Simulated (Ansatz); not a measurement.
## Equilibrium of InHCl2 + CHBrF2 ⇌ InH2Cl + CBrClF2 at process temperatures

Species: InHCl2 `[Cl][InH][Cl]`, singlet; CHBrF2 (bromodifluoromethane) `FC(F)Br`, singlet; InH2Cl `[Cl][InH2]`, singlet; CBrClF2 `FC(F)(Cl)Br`, singlet. The partners trade Cl for H: In–Cl and C–H bonds give way to In–H and C–Cl.

The electronic reaction energy at CCSD(T)/def2-TZVPP is +194.1 kJ/mol. Shapes: PBE0-D4/def2-TZVP. Programs: Ansatz 0.2.0. Enthalpy and entropy come from rigid-rotor, harmonic-oscillator sums on unscaled PBE0-D4/def2-TZVP wavenumbers, ideal gases at 1 bar. Symmetry numbers: InHCl2 2, CHBrF2 1, InH2Cl 2, CBrClF2 1. R = 8.3145 J/(mol K).

```
T (K)  ΔH (kJ/mol)  ΔS (J/(mol K))
  600       +181.6            -6.5
  800       +183.0            -4.5
 1000            ?               ?
```

Work out ln K at 600 and 800 K, and from these estimate it at 1000 K.


1. 600 K: ΔG = +181.6 − 600 × (-6.5)/1000 = +185.5 kJ/mol; ln K = −ΔG/RT = -37.18.
2. 800 K: ΔG = +183.0 − 800 × (-4.5)/1000 = +186.6 kJ/mol; ln K = −ΔG/RT = -28.05.
3. Slope against 1000/T: (-28.05 − (-37.18))/(1.2500 − 1.6667) = -21.91, that is −ΔH/R with ΔH near +182 kJ/mol.
4. 1000 K: ln K = -37.18 + (-21.91) × (1.0000 − 1.6667) = -22.57.

The full sums give ΔH = +184.3 kJ/mol, ΔS = -3.1 J/(mol K), ΔG = +187.4 kJ/mol and ln K = -22.54 at 1000 K, so the line is off by -0.03 in ln K; without rounding the miss is -0.04, from the change of ΔH with temperature. The reactants are favoured over this whole range. An error of 10 kJ/mol in the energy moves ln K by 1.2 at 1000 K. Soft modes are treated as harmonic, which can err either way at these temperatures; the lowest are those of InHCl2 (101 cm⁻¹), CBrClF2 (214 cm⁻¹). For atoms past krypton def2 sets carry core potentials with scalar relativity. Relativity is left out for Br. Outer-core shells of Br, In are correlated, in sets that cover them unevenly.
